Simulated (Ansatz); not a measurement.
Coupled-cluster run, `[NH2][Ga]([NH2])[O][SiH3]`.

```yaml
crystal:
  periodic: [false, false, false]
  atoms:
    - {symbol: N, position_ang: [-1.106293, 1.430365, 0.811630]}
    - {symbol: Ga, position_ang: [-0.272144, -0.177168, 0.821613]}
    - {symbol: N, position_ang: [-0.290807, -1.396476, 2.156004]}
    - {symbol: O, position_ang: [0.676149, -0.633957, -0.621563]}
    - {symbol: Si, position_ang: [0.984933, -0.024316, -2.093994]}
    - {symbol: H, position_ang: [-1.228616, 1.924984, -0.056411]}
    - {symbol: H, position_ang: [-1.837890, 1.651334, 1.465523]}
    - {symbol: H, position_ang: [-0.563439, -1.153091, 3.092887]}
    - {symbol: H, position_ang: [0.384962, -2.142198, 2.150854]}
    - {symbol: H, position_ang: [2.399518, 0.429206, -2.192578]}
    - {symbol: H, position_ang: [0.745816, -1.056943, -3.138202]}
    - {symbol: H, position_ang: [0.107802, 1.148261, -2.395765]}
basis:
  gaussian: {orbitals: def2-TZVPP}
correlation: {method: ccsd_t}
output: {orbitals: {seedname: orbitals}}
```

```sh
$ ansatz run in.yaml --threads 4 --pin off --events-out ev --progress --plain --max-ram 11315MiB
```

Output of Ansatz, abridged:

```
Functional definition: HF
1676 factors; integrals over basis functions are off by at most 1.1e-3 eV
mean field evaluation 1: about -65307.0582 eV, gradient 5.9e1 eV
mean field evaluation 2: about -65307.2626 eV, gradient 5.9e1 eV
mean field evaluation 4: about -65313.8299 eV, gradient 4.8e0 eV
mean field evaluation 8: about -65313.9098 eV, gradient 4.8e-1 eV
mean field -65313.91044290 eV, -2400.2419374180 hartree, gradient 2.8e-6 eV, S^2 0.000000; 0 other end points of the search recorded, 0 dependent functions left out
17 core orbitals not correlated: weight in the atoms' cores, before any rotation towards them, 1.000 or more for the frozen orbitals, at most 0.000 for the correlated occupied ones
reference -65313.91044290 eV, -2400.2419374180 hartree; 20, 20 occupied and 244, 244 virtual orbitals, 1676 factors
second order -27.76061998 eV of doubles, -0.00000000 eV of singles
cycle   1  -27.58249205 eV  change    1.8e-1 eV  update   1.2e-1
cycle   2  -28.34971591 eV  change   -7.7e-1 eV  update   3.7e-2
cycle   3  -28.51233719 eV  change   -1.6e-1 eV  update   1.8e-2
cycle   4  -28.49460096 eV  change    1.8e-2 eV  update   4.2e-3
cycle   5  -28.49316566 eV  change    1.4e-3 eV  update   1.9e-3
cycle   6  -28.49394126 eV  change   -7.8e-4 eV  update   5.8e-4
cycle   7  -28.49356171 eV  change    3.8e-4 eV  update   2.2e-4
cycle   8  -28.49350392 eV  change    5.8e-5 eV  update   8.2e-5
cycle   9  -28.49352720 eV  change   -2.3e-5 eV  update   3.4e-5
perturbative correction -1.07921054 eV, -0.0396602559 hartree
Total energy: -65343.48318065 eV, -2401.3287154851 hartree
```

Hardware: 4 threads of an Arm Neoverse V2 on a shared host. Wall time 6.4 min, peak host memory 8.1 GiB.

Correlation energy per correlated electron: -0.739 eV. T1 diagnostic: 0.0126.
